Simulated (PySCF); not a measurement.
Isomers of C6H12FO (doublet state), one GFN2-xTB conformer each. Single-point energies are computed at B3LYP/pcH-1 (PySCF, gas phase, no added dispersion term), electronic only. GFN2-xTB treats the open shell by occupation alone, and not every SCF solution was tested for stability.

Question: Rank them by B3LYP/pcH-1 energy, lowest first (kJ/mol).
A. `[CH3:1][C:2]([CH3:3])([CH:4][OH:5])[CH2:6][CH2:7][F:8]` (doublet state) with C1–C2–C4–O5 61°, C2–C4–O5–H -14°, C1–C2–C6–C7 -176°, C2–C6–C7–F8 175°
B. `[CH2:1][O:2][C:3]([CH3:4])([CH3:5])[CH2:6][CH2:7][F:8]` (doublet state) with H–C1–O2–C3 -177° and -24°, C1–O2–C3–C4 180°, O2–C3–C6–C7 -57°, C3–C6–C7–F8 173°
C. `[CH3:1][O:2][C:3]([CH3:4])([CH3:5])[CH2:6][CH:7][F:8]` (doublet state) with C1–O2–C3–C4 -173°, O2–C3–C6–C7 -65°, C3–C6–C7–F8 134°
D. `[CH3:1][O:2][C@@H:3]([CH3:4])[CH:5][CH2:6][CH2:7][F:8]` (doublet state) with C1–O2–C3–C4 173°, O2–C3–C5–C6 134°, C3–C5–C6–C7 96°, C5–C6–C7–F8 65°
E. `[CH3:1][CH:2][C@@H:3]([F:4])[CH2:5][O:6][CH2:7][CH3:8]` (doublet state) with C1–C2–C3–F4 -39°, C2–C3–C5–O6 155°, C3–C5–O6–C7 71°, C5–O6–C7–C8 172°

Answer: A (0.0), E (20.7), B (23.2), D (38.4), C (52.7).

As drawn, the lowest has an O–H bond and a quaternary carbon, which the highest lacks. Neighbours under 21 kJ/mol apart (CC(C)([CH]O)CCF and C[CH][C@@H](F)COCC; C[CH][C@@H](F)COCC and [CH2]OC(C)(C)CCF; [CH2]OC(C)(C)CCF and CO[C@@H](C)[CH]CCF; CO[C@@H](C)[CH]CCF and COC(C)(C)C[CH]F) can change places with a better method, another conformer or zero-point energy. GFN2-xTB itself gives, in the same order: 0.0, 33.4, 16.3, 38.8, 24.2. Both levels put the same isomer lowest; measured from each level's own lowest isomer, the values differ by up to 28.5 kJ/mol (COC(C)(C)C[CH]F: 24.2 against 52.7).

Q: As an exercise, what shares would exp(−E/RT) give at 1000 K from these electronic energies alone (no entropy, no degeneracies)?

A: RT = 8.314 kJ/mol: CC(C)([CH]O)CCF 86.5 %, C[CH][C@@H](F)COCC 7.2 %, [CH2]OC(C)(C)CCF 5.3 %, CO[C@@H](C)[CH]CCF 0.9 %, COC(C)(C)C[CH]F 0.2 %.
